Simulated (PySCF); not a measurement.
Computed IR spectrum (relative IR intensity) of a molecule CH5NO2Si2. The structure is a stationary point at PBE0-D3(BJ)/def2-SVP. One conformer was computed; it need not be the lowest. All values below come from PBE0-D3(BJ)/def2-SVP (PySCF 2.14.0). Frequencies are harmonic and unscaled.

Lines under 2 % of the strongest are left out, and lines within 2 cm⁻¹ are merged.

```
ν (cm⁻¹)  relative intensity
--------  ------------------
143                      2.1
205                      3.4
289                      3.4
326                       43
499                      4.2
513                      2.3
532                      5.2
554                      3.3
679                       32
754                       30
800                      100
852                       51
888                       10
923                       14
940                       29
1224                      59
2230                      11
2243                      17
2252                      17
2322                      29
2427                      77
3923                      36
```

### Question
Identify the compound among the candidates.
A. O[Si@H]1OC=N[SiH2]1
B. O[Si@H]1C=N[Si@@H]1O
C. N#CO[Si@H](O)[SiH3]
D. O[Si@@H]1C=N[SiH2]O1

### Answer
C, N#CO[Si@H](O)[SiH3]
